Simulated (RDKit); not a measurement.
Input file for RDKit: UFF on CH5N (SMILES CN).

```python
from rdkit import Chem
from rdkit.Chem import AllChem, rdDetermineBonds

blocks = [
'''7

C    -0.28242667    0.21700349    0.09658969
N     0.80152730   -0.51392106    0.77009952
H     0.03996410    1.24075050   -0.09343873
H    -1.14173288    0.24601657    0.76498396
H    -0.59079913   -0.23331086   -0.85141625
H     1.62335655   -0.58019736    0.18075694
H     0.50019348   -1.45764737    0.98961552
''',
]
mol = None
for b in blocks:
    f = Chem.MolFromXYZBlock(b)
    rdDetermineBonds.DetermineBonds(f, charge=0)
    mol = f if mol is None else Chem.CombineMols(mol, f)
Chem.SanitizeMol(mol)
print(Chem.MolToSmiles(Chem.RemoveHs(mol)))
ff = AllChem.UFFGetMoleculeForceField(mol, vdwThresh=100.0, ignoreInterfragInteractions=False)
e = ff.CalcEnergy()
print(f'UFF energy {e:.6f} kcal/mol')
```

The log:

```
CN
UFF energy 3.043436 kcal/mol
```

The run finished.

Cost: around 0.010 core-seconds (rough).
